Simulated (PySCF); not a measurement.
revPBE on Cl- (chlorine, charge -1), [Ar], closed-shell 1S. Computed with PySCF 2.14 in aug-cc-pVTZ-DK, with the spin-free X2C one-electron Hamiltonian (Gaussian nucleus).

```
cycle= 1 E= -461.628958259205  delta_E= -0.0063  |g|= 0.0214  |ddm|= 0.224
cycle= 2 E= -461.628951974262  delta_E= 6.28e-06  |g|= 0.0123  |ddm|= 0.0297
cycle= 3 E= -461.628978058198  delta_E= -2.61e-05  |g|= 0.00845  |ddm|= 0.0263
cycle= 4 E= -461.629021214489  delta_E= -4.32e-05  |g|= 0.000325  |ddm|= 0.0127
cycle= 5 E= -461.629021295182  delta_E= -8.07e-08  |g|= 1.7e-06  |ddm|= 0.000592
cycle= 6 E= -461.629021295183  delta_E= -7.96e-13  |g|= 1.24e-07  |ddm|= 1.93e-06
converged SCF energy = -461.629021295183  <S^2> = -8.8817842e-15  2S+1 = 1
```

Highest occupied orbital energy: 0.316 eV; ⟨L²⟩ = 0.00; populations by l: s 6.00, p 12.00, d 0.00, f 0.00.

(1) Can this result be used?

Answers

(1) With care. The calculation finished and met its thresholds. At revPBE the highest occupied level has a positive energy, so only the finite basis holds that electron; in a semilocal or global hybrid functional this comes from self-interaction and does not mean that the real anion is unbound.
